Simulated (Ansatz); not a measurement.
Program: Ansatz. Geometries: PBE0-D4/def2-TZVP. ΔE: electronic, gas phase. CCSD(T)/CBS is the MP2 limit (def2-TZVPP, def2-QZVPP) plus CCSD(T) − MP2 in def2-TZVPP, frozen cores. Functionals use def2-TZVPP. B3LYP here is the variant with VWN-RPA as its local correlation; programs differ in this. For Ga outer-core shells are correlated without core-valence functions, which leaves a few kJ/mol of doubt a bond. Scalar relativity is left out up to krypton.

Consider the ligand exchange at the Si–N bond: `FC1OCN1[SiH3]` + `[OH][GaH2]` → `[SiH3][O][GaH2]` + `FC1NCO1`.

(1) Is it downhill or uphill in electronic energy at CCSD(T)/CBS, and by how much? (Estimate.)

(2) What do these levels give: PBE0-D4, B3LYP-D4, ωB97X-V, B3LYP, CCSD/def2-TZVPP, MP2/CBS(def2)? (An estimate is asked.)

Largest T1 diagnostic among the species: 0.015.

## Answers

(1) The calculation gave: Downhill: ΔE = -0.53 eV.

(2) The calculation gave: PBE0-D4 -0.51, B3LYP-D4 -0.53, ωB97X-V -0.54, B3LYP -0.57, CCSD/def2-TZVPP -0.58, MP2/CBS(def2) -0.51 eV.

In def2-TZVPP, CCSD(T) changes the Hartree–Fock value by +0.17 eV (the triples alone add +0.03 eV) and MP2 by +0.19 eV. The D4 term adds +0.04 eV with B3LYP and +0.02 eV with PBE0; it sums over pairs of atoms, weighted by their polarisabilities, and B3LYP, whose exchange is more repulsive, gets the larger term.
